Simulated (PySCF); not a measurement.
**Basis-set dependence of population analyses: `CC(C)=N[SiH3]`**

Compound: C3H9NSi.
Structure used (PBE0-D3(BJ)/def2-SVP), in Å, numbered top down from 1:
```xyz
14
C3H9NSi angstrom
C     -0.850   -1.130    0.676
C     -0.413    0.291    0.412
C     -1.475    1.331    0.652
N      0.737    0.651    0.015
Si     2.199   -0.202   -0.371
H     -1.308   -1.215    1.675
H     -1.628   -1.419   -0.050
H     -0.019   -1.842    0.600
H     -2.390    1.096    0.085
H     -1.759    1.347    1.718
H     -1.102    2.321    0.362
H      2.502    0.055   -1.811
H      2.199   -1.692   -0.160
H      3.293    0.375    0.464
```

PBE0 throughout (PySCF), one geometry, spherical d and f functions. Isolated species at its PBE0-D3(BJ)/def2-SVP geometry, gas phase. Atoms taken as equivalent share a column and are averaged. The first 7 of 8 kinds of atom are listed.

Mulliken charges (e):

| basis | functions | C1 | C2 | C3 | N4 | Si5 | H6/H7/H8 | H9/H10/H11 |
| --- | --- | --- | --- | --- | --- | --- | --- | --- |
| STO-3G | 38 | -0.257 | +0.115 | -0.244 | -0.416 | +0.639 | +0.085 | +0.087 |
| 6-31G | 67 | -0.552 | +0.261 | -0.531 | -0.623 | +0.670 | +0.188 | +0.187 |
| pcSseg-0 | 67 | -0.657 | +0.144 | -0.621 | -0.796 | +0.704 | +0.252 | +0.244 |
| 6-31G* | 92 | -0.597 | +0.321 | -0.585 | -0.497 | +0.433 | +0.197 | +0.196 |
| cc-pVDZ | 119 | -0.048 | -0.062 | -0.028 | -0.321 | +0.304 | +0.062 | +0.058 |
| def2-SVP | 119 | -0.029 | -0.136 | -0.017 | -0.327 | +0.447 | +0.058 | +0.056 |
| 6-311+G(2d,p) | 197 | -0.527 | +0.349 | -0.623 | -0.519 | +0.598 | +0.156 | +0.162 |
| aug-cc-pVDZ | 200 | +0.542 | -0.006 | +0.495 | -0.634 | -0.543 | -0.109 | -0.076 |
| def2-TZVP | 215 | -0.357 | +0.083 | -0.331 | -0.297 | +0.228 | +0.135 | +0.130 |
| IGLO-III | 274 | -0.378 | +0.207 | -0.382 | -0.557 | +0.883 | +0.129 | +0.129 |
| cc-pVTZ | 280 | -0.291 | +0.104 | -0.257 | -0.261 | +0.214 | +0.111 | +0.102 |
| pcSseg-2 | 313 | +0.001 | +0.011 | -0.007 | -0.478 | +0.671 | +0.038 | +0.043 |

IAO charges (e):

```tsv
basis	functions	C1	C2	C3	N4	Si5	H6/H7/H8	H9/H10/H11
STO-3G	38	-0.426	+0.102	-0.411	-0.432	+0.708	+0.139	+0.141
6-31G	67	-0.476	+0.208	-0.455	-0.513	+0.558	+0.160	+0.161
pcSseg-0	67	-0.467	+0.192	-0.448	-0.507	+0.557	+0.158	+0.158
6-31G*	92	-0.455	+0.231	-0.441	-0.558	+0.699	+0.154	+0.154
cc-pVDZ	119	-0.455	+0.232	-0.441	-0.552	+0.690	+0.153	+0.154
def2-SVP	119	-0.446	+0.228	-0.430	-0.552	+0.707	+0.150	+0.150
6-311+G(2d,p)	197	-0.467	+0.236	-0.453	-0.579	+0.729	+0.158	+0.159
aug-cc-pVDZ	200	-0.465	+0.235	-0.451	-0.568	+0.693	+0.158	+0.158
def2-TZVP	215	-0.467	+0.237	-0.453	-0.580	+0.738	+0.158	+0.159
IGLO-III	274	-0.468	+0.236	-0.454	-0.581	+0.737	+0.159	+0.159
cc-pVTZ	280	-0.469	+0.237	-0.455	-0.575	+0.723	+0.159	+0.159
pcSseg-2	313	-0.468	+0.237	-0.453	-0.579	+0.736	+0.159	+0.159
```

Some averages cover members that differ in this geometry, most widely: H6/H7/H8, Mulliken in aug-cc-pVDZ -0.326 to +0.011; H9/H10/H11, Mulliken in aug-cc-pVDZ -0.205 to -0.002; H9/H10/H11, Mulliken in IGLO-III +0.115 to +0.152; H9/H10/H11, Mulliken in pcSseg-2 +0.029 to +0.065 e.

Task: Which scheme is steadiest as the basis changes?

Result: Largest range over the bases for any column: IAO 0.18 e, Mulliken 1.43 e. IAO charges move least and Mulliken charges most, counted in e. Without the minimal STO-3G basis the ranges are IAO 0.18, Mulliken 1.43 e.

Task: How much do the charges still move between the two largest bases, cc-pVTZ and pcSseg-2?

Result: At most, over all atoms: Mulliken 0.457 e, IAO 0.013 e.

Task: What do the same runs give for the total energy, the frontier levels and the dipole moment?

Result: 
```tsv
basis	energy (Eh)	HOMO (eV)	LUMO (eV)	μ (D)
STO-3G	-458.1616	-3.55	3.15	1.29
6-31G	-463.5290	-6.35	-0.09	2.30
pcSseg-0	-462.8836	-6.51	-0.36	2.32
6-31G*	-463.6174	-6.56	-0.19	2.31
cc-pVDZ	-463.6432	-6.60	-0.28	2.27
def2-SVP	-463.4226	-6.66	-0.36	2.35
6-311+G(2d,p)	-463.7010	-6.80	-0.53	2.41
aug-cc-pVDZ	-463.6551	-6.74	-0.52	2.36
def2-TZVP	-463.7155	-6.77	-0.48	2.38
IGLO-III	-463.7210	-6.79	-0.51	2.39
cc-pVTZ	-463.7128	-6.74	-0.45	2.35
pcSseg-2	-463.7230	-6.78	-0.52	2.41
```

The dipole is fixed by the density alone, so its range of 1.12 D shows that the density itself changes with the basis, not only its division among atoms.
